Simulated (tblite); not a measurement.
Species: C6H5FN (doublet state).
Z-matrix (Å and degrees, GFN2-xTB geometry), rows numbered from 1:
```
N 
C   1  1.3027
C   2  1.4334  1  117.69
C   3  1.3696  2  121.18  1  -179.94
C   4  1.3938  3  120.72  2    -0.15
C   5  1.3948  4  118.79  3     0.11
F   6  1.3494  5  118.07  4  -179.93
C   6  1.3668  5  122.60  4     0.09
H   1  1.0180  2  113.84  3  -179.98
H   3  1.0778  2  116.94  1    -0.06
H   4  1.0796  3  120.17  2   179.84
H   5  1.0780  4  121.62  3   179.98
H   8  1.0802  2  119.95  1     0.11
```

Computed geometry: GFN2-xTB, gas phase. This method treats the open shell by occupation alone, without spin polarisation.

Masses are those of the commonest isotopes; rigid-rotor values at the optimised geometry. The values belong to one conformer with, in the numbering `[NH:1][c:2]1[cH:3][cH:4][cH:5][c:6]([F:7])[cH:8]1`, H–N1–C2–C3 180°.

Task: Give the principal moments of inertia and the rotational constants in cm⁻¹.

Result: Ia = 131.91, Ib = 271.73, Ic = 403.64 u·Å²; 505379 MHz·u·Å²/I gives 3831, 1860 and 1252 MHz, that is A = 0.12779, B = 0.06204, C = 0.04176 cm⁻¹.

Task: Classify the top.

Result: An asymmetric top: κ = (2 × 1860 − 3831 − 1252)/(3831 − 1252) = -0.53.

Task: What does the inertial defect say?

Result: Planar: Δ = Ic − Ia − Ib = 0.00 u·Å². For a rigid frame Δ = −2 Σ m c², so it vanishes when all atoms lie in the ab plane; here none is more than 0.01 Å from it.

Task: Give the coordinates in the principal-axis frame, origin at the centre of mass.

Result: The sense of each axis is arbitrary; atoms in the order of the calculation.
```tsv
atom	mass (u)	a (Å)	b (Å)	c (Å)
N1	14.003	2.429	1.034	0.001
C2	12.000	1.293	0.395	0.000
C3	12.000	1.336	-1.038	0.001
C4	12.000	0.185	-1.781	-0.001
C5	12.000	-1.063	-1.161	0.000
C6	12.000	-1.121	0.232	0.000
F7	18.998	-2.337	0.817	0.001
C8	12.000	-0.001	1.016	-0.003
H9	1.008	2.330	2.047	0.001
H10	1.008	2.311	-1.497	0.001
H11	1.008	0.236	-2.860	-0.003
H12	1.008	-1.978	-1.732	-0.002
H13	1.008	-0.082	2.093	-0.007
```

Task: Estimate the classical rotational partition function at 10 K, 25 K and 100 K.

Result: Point group Cs, symmetry number σ = 1; q = (√π/σ)·√((kT/h)³/(ABC)), k/h = 20836.6 MHz/K: 1780 at 10 K, 7060 at 25 K, 56400 at 100 K.

For this open shell read J as N, the rotation without spin; fine and hyperfine splittings come on top. Its GFN2-xTB frequencies are all real (lowest 162 cm⁻¹). These are rigid-rotor constants of the computed structure; measured ground-state constants (B0) also hold zero-point vibration.
